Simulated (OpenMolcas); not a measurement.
# Ag5+: effect of the active space

```yaml
Program: OpenMolcas 26.06
Method: MS-CASPT2 or its RAS form, IPEA 0.25 Eh, imaginary shift 0.1 Eh
Basis: ANO-RCC-VTZP
Scalar_Hamiltonian: DKH2, point nucleus
Spin-orbit_coupling: state interaction with AMFI integrals over the reference wave functions, term energies averaged over their components
```

A. 6 electrons in 5 orbitals (4d); 2S+1 = 5 even, 5 roots; 2S+1 = 3 even, 45 roots; 2S+1 = 1 even, 50 roots; closed shells correlated: 4s 4p; CASPT2 step of the order of 23 core-seconds
B. 12 electrons in 8 orbitals (RAS1 4p, at most 2 holes; RAS2 4d); 2S+1 = 5 even, 5 roots; 2S+1 = 3 even, 45 roots; 2S+1 = 1 even, 49 roots; closed shells correlated: 4s; CASPT2 step roughly 50 core-seconds
C. 6 electrons in 10 orbitals (4d 5d); 2S+1 = 5 even, 5 roots; 2S+1 = 3 even, 45 roots; 2S+1 = 1 even, 49 roots; closed shells correlated: 4s 4p; CASPT2 step of the order of 30 core-minutes

Energies in cm-1 above 4d6 5D4, the measured ground level; measured values from the list in Gamrath, thesis, University of Mons (2023).

```json
{"Level": "4d6 5D4", "A": "0.0", "B": "0.0", "C": "0.0", "Measured": "0.0"}
{"Level": "4d6 5D3", "A": "2570", "B": "2580", "C": "2520", "Measured": "2692"}
{"Level": "4d6 5D2", "A": "3840", "B": "3860", "C": "3760", "Measured": "3953"}
{"Level": "4d6 5D1", "A": "4790", "B": "4810", "C": "4670", "Measured": "4941"}
{"Level": "4d6 5D0", "A": "5220", "B": "5240", "C": "5090", "Measured": "5380"}
{"Level": "4d6 3P2(1)", "A": "21790", "B": "22170", "C": "21840", "Measured": "21042"}
{"Level": "4d6 3H6", "A": "22760", "B": "22510", "C": "22760", "Measured": "21512"}
{"Level": "4d6 3H5 [73 %]", "A": "23050", "B": "22870", "C": "23020", "Measured": "21812"}
{"Level": "4d6 3F3(1) [74 %]", "A": "25510", "B": "25610", "C": "25480", "Measured": "24441"}
{"Level": "4d6 3F2(1)", "A": "26410", "B": "26570", "C": "26390", "Measured": "25306"}
{"Level": "4d6 3P1(1)", "A": "28740", "B": "29190", "C": "28800", "Measured": "28232"}
{"Level": "4d6 3G5 [73 %]", "A": "29050", "B": "29000", "C": "29040", "Measured": "27958"}
{"Level": "4d6 3P0(1) [74 %]", "A": "29530", "B": "29930", "C": "29590", "Measured": ""}
{"Level": "4d6 3G4", "A": "30770", "B": "30770", "C": "30730", "Measured": "29660"}
{"Level": "4d6 3G3 [75 %]", "A": "31400", "B": "31440", "C": "31340", "Measured": "30361"}
{"Level": "4d6 3D2", "A": "34010", "B": "34320", "C": "34000", "Measured": "32650"}
{"Level": "4d6 3D1", "A": "34740", "B": "35070", "C": "34730", "Measured": "33558"}
{"Level": "4d6 3D3", "A": "34830", "B": "35150", "C": "34850", "Measured": "33509"}
{"Level": "4d6 1I6", "A": "35920", "B": "35540", "C": "35890", "Measured": "34194"}
{"Level": "4d6 1G4(1)", "A": "38890", "B": "38800", "C": "38910", "Measured": "37481"}
{"Level": "4d6 1D2(1)", "A": "43160", "B": "43580", "C": "43250", "Measured": "41372"}
{"Level": "4d6 1F3", "A": "46870", "B": "47090", "C": "46850", "Measured": "44724"}
{"Level": "4d6 3P0(2)", "A": "52820", "B": "53520", "C": "53170", "Measured": ""}
{"Level": "4d6 3P1(2)", "A": "54090", "B": "54350", "C": "54060", "Measured": "51664"}
```

Deviations, from unrounded energies. A percentage is the sum of absolute deviations over the sum of measured energies, with the sign that they share, or ± where signs differ.

```tsv
Against measurement	Levels	A	B	C
mean absolute deviation (cm-1)	21	1100	1200	1100
fine structure of the ground term (%)	4	-3.3	-2.8	-5.4
other terms of the ground configuration (%)	17	+4.2	+4.5	+4.2
```

A, C lie about equally close to measurement and B furthest from it. The largest miss of A in the table is 4d6 3P1(2), by +2400 cm-1. The ranking rests on the paired levels alone, and a cruder setting can come out closer through cancelling errors.

The spin-orbit steps hold different terms of 4d6 (B lacks a 1S; C lacks a 1S), which shifts levels as well.

The two smallest mean deviations differ by little beside CASPT2's spread within terms, so their order carries little weight.

Among A to C the level of the table that moves most is 4d6 3P0(2), by 700 cm-1 (lowest in A, highest in B). Moves below CASPT2's spread within the term are not significant.

CASPT2 breaks the degeneracy within a term, and the mean is taken; among the terms shown or strongly mixed into the levels shown the widest spread is 1300 cm-1 (4d6 1I, C). The CASPT2 spread within a term exceeds the gap to the next term for 4d6 3D and 4d6 1I, so the order of their levels is uncertain (figures for A; the like holds for B, C). Active for correlation alone: 4p; no level in the range computed is led by a configuration that opens it, so any true level of that kind is missing (holds for B). Active for correlation alone: 5d; no level in the range computed is led by a configuration that fills it, so any true level of that kind is missing (holds for C). Computed and measured levels are paired by configuration, term and J; levels that our copy of the source lacks, or whose pairing is in doubt (as where it misses far off the trend of its configuration), stay unpaired and out of the deviations. Only configurations of the active space appear. Levels that lie high or do not pair safely by name in every column are left out.

A share in square brackets marks a mixed level and gives the weight of the term that names it, the lowest over the columns. A number in round brackets counts repeated terms of one configuration in the order of the reference energies.
